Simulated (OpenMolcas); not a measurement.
A run on Co3+ among 6 point charges of -2.2 e arranged as a trigonal prism (D3h), 2.04 Å from the ion, with a polar angle of 43.7° against the regular 49.1°.

* Program: OpenMolcas
* Method: SS-CASPT2, IPEA 0.25 Eh, imaginary shift 0.1 Eh (closed shells correlated: 3s 3p)
* Basis: ANO-RCC-VDZP [5s4p2d1f]
* Scalar Hamiltonian: DKH2, point nucleus
* Active space: 6 electrons in 5 orbitals (3d)
* State averaging: 2S+1 = 5 even, 5 roots; 2S+1 = 3 even, 45 roots; 2S+1 = 1 even, 50 roots
* Spin-orbit coupling: state interaction with AMFI integrals over the reference wave functions

First CASPT2 step and the start of its output:

```
&CASPT2
Multistate=5 1 2 3 4 5
NoMult
Frozen=5
IPEA=0.25
Imaginary=0.1
MaxIter=60
WThr=0.0 0.3 0.05
PrWF=0.5
NoMix
```

```
--- CASPT2 ---
Orbital specifications:
      -----------------------

      Symmetry species                           1
                                                 a
      Frozen orbitals                            5
      Inactive orbitals                          4
      Active orbitals                            5
      Secondary orbitals                        20
      Deleted orbitals                           0
      Number of basis functions                 34
Type of calculation                        SS-CASPT2
      Fock operator                              state-specific
      IPEA shift                                 0.25
      Real shift                                 0.00
      Imaginary shift                            0.10
      The input orbitals will be transformed to quasi-canonical
Reference energy:       -1400.1501495813
      E2 (Non-variational):      -0.3144421837
      Shift correction:           0.0001679897
      E2 (Variational):          -0.3142741940
      Total energy:           -1400.4644237752
      Residual norm:              0.0000007768
      Reference weight:           0.94978
      Contributions to the CASPT2 correlation energy
      Active & Virtual Only:         -0.0967779412
      One Inactive Excited:          -0.1511954835
      Two Inactive Excited:          -0.0664687589
Reference energy:       -1400.1501495811
      E2 (Non-variational):      -0.3149900788
      Shift correction:           0.0001401117
      E2 (Variational):          -0.3148499671
      Total energy:           -1400.4649995482
      Residual norm:              0.0000007855
      Reference weight:           0.94978
      Contributions to the CASPT2 correlation energy
      Active & Virtual Only:         -0.0969474631
...
```

Over all roots the printed reference weights run from 0.66 to 0.95, and roots that are degenerate in the reference spread by up to 790 cm-1.

Task: Did the run give usable levels, and if not, why?

Result: No. The equations converged, but the reference weight falls to 0.66 for at least one root against 0.95 for the best. A drop of that size marks an intruder state, so the energies of such roots and the levels built on them can't be trusted.
